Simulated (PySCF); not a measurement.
C₅H₁₅NOSi: full NMR table

| Item | Value |
| --- | --- |
| Formula | C5H15NOSi |
| SMILES | CC(C)O[SiH2]N(C)C |
| InChI | InChI=1S/C5H15NOSi/c1-5(2)7-8-6(3)4/h5H,8H2,1-4H3 |
| Point group of the computed structure | C1 |
| Degrees of unsaturation | 0 |
| Carbon signals | 3 |
| Proton signals | 4 |

Atoms are numbered as in `[CH3:1][CH:2]([CH3:3])[O:4][SiH2:5][N:6]([CH3:7])[CH3:8]`. Each H is labelled by its parent atom.

[PySCF: structure optimised with PBE0-D3(BJ)/def2-SVP; σ from GIAO-PBE0/pcSseg-1; rapidly exchanging positions averaged; relativity neglected; no solvent; single conformer]

Shifts are taken against calculated references (same method and geometry level): ¹H and ¹³C and ²⁹Si vs TMS; ¹⁵N vs NH3; H2O for ¹⁷O.

| carbon | δC, type | δH (multiplicity) | HMBC from (2–3 bonds) | span of the C tensor (ppm) |
| --- | --- | --- | --- | --- |
| C1/C3 | 27.2, CH3 | 1.13 (d) | H(C2), H(C1)/H(C3) | 45 |
| C2 | 68.0, CH | 3.61 (sept) | H(Si5), H(C1)/H(C3) | 65 |
| C7/C8 | 39.6, CH3 | 2.57 (s) | H(Si5), H(C7)/H(C8) | 62 |

Other nuclei:
```tsv
atoms	nucleus	environment	δ (ppm)	σ (ppm)
H(Si5)	¹H	hydrogen on a silicon bonded to N, O	4.59	26.68
Si5	²⁹Si	silicon bonded to N, O, 2 H	-22.5	374.5
N6	¹⁵N	nitrogen bonded to 2 C, Si	43.3	222.3
O4	¹⁷O	oxygen bonded to C, Si	107.8	226.7
```

Carbon types of the structure: 1 × CH, 4 × CH3, leaving 2 H on heteroatoms. δC 68.0: sp3 CH bonded to O; pulled downfield by the heteroatom. δC 39.6: methyl carbon bonded to N; the inductive effect lowers its shielding. δC 27.2: methyl carbon; a saturated carbon with 1 carbon neighbour and no heteroatom attached. δH 3.61: hydrogen on an sp3 CH bonded to O; its carbon carries O, hence the downfield position. δH 2.57: hydrogen on a methyl carbon bonded to N; its carbon carries N, hence the downfield position.

Shifts are as computed. Against solution values, carbons near 30 ppm lie about +2 ppm off and those near 130 ppm about +5 ppm. Of 1309 compounds with measured shifts, 239 miss one by over three times the rms of a fit or turn the order of signals round; such compounds aren't used in these exercises. Experimental scales use liquid or dissolved standards, which lie at an offset from isolated NH3 (liquid NH3: subtract about 20 ppm) and H2O (liquid H2O: subtract about 36 ppm). Multiplicities follow the n + 1 count of equivalent neighbours, as no J values were calculated; m marks all less simple cases, F and P coupling included.
